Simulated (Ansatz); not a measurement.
# Pulling the pair apart

The pair of H2S (SMILES S, atoms 1–3) and AsH3 (SMILES [AsH3], atoms 4–7), both closed shells, in one local arrangement (a lower one may exist), relaxed at PBE0-D4/def2-TZVP:

```csv
atom,x (Å),y (Å),z (Å)
S1,-0.6292,-0.2868,-2.2825
H2,-0.4631,1.0200,-2.0277
H3,0.6931,-0.4872,-2.3877
As4,0.2523,0.4402,1.3227
H5,0.8364,-0.9467,1.1089
H6,0.4711,0.3669,2.8294
H7,-1.1606,-0.1064,1.4369
```

AsH3 is shifted rigidly along the line between the mean atom positions of the two fragments (negative: closer). Counterpoise interaction energies in kcal/mol. Ansatz 0.2.0; basis: def2-TZVPPD; cores frozen in the correlated methods. Filled d shells of the heavier atoms are correlated. The def2 sets are not built for correlating such inner shells, so the correlated values are less sure here.

```
shift (Å)     HF  PBE-D4  PBE0-D4
    -0.38   2.95   -0.91    -0.75
    -0.19   1.47   -1.49    -1.35
     0.00   0.64   -1.65    -1.53
     0.19   0.19   -1.60    -1.50
     0.45  -0.10   -1.37    -1.29
     0.95  -0.21   -0.88    -0.84
     1.89  -0.12   -0.31    -0.30
     3.78  -0.03   -0.04    -0.04
```

Question: What does CCSD(T) give at these shifts? (An estimate is asked for; the value comes from the calculation.)

Answer: By the calculation: 0.34, -0.52, -0.89, -0.98, -0.91, -0.62, -0.25, -0.05 kcal/mol. For zero shift, CCSD(T) at an estimated basis limit (MP2 extrapolated from triple and quadruple zeta, plus CCSD(T) − MP2 in triple zeta) gives -1.24 kcal/mol. These are counterpoise interaction energies, counted from the two frozen fragments.

T1 diagnostic: at most 0.011.

For scale, one of the runs: CCSD(T)/def2-TZVPPD, 190 basis functions, launched by `ansatz run in.yaml --threads 2 --pin off --events-out ev --progress --plain --max-ram 5222MiB`. The run took 59 s on 2 CPU threads of an Arm Neoverse V1 (shared host), with 1.9 GiB of host memory at its peak.
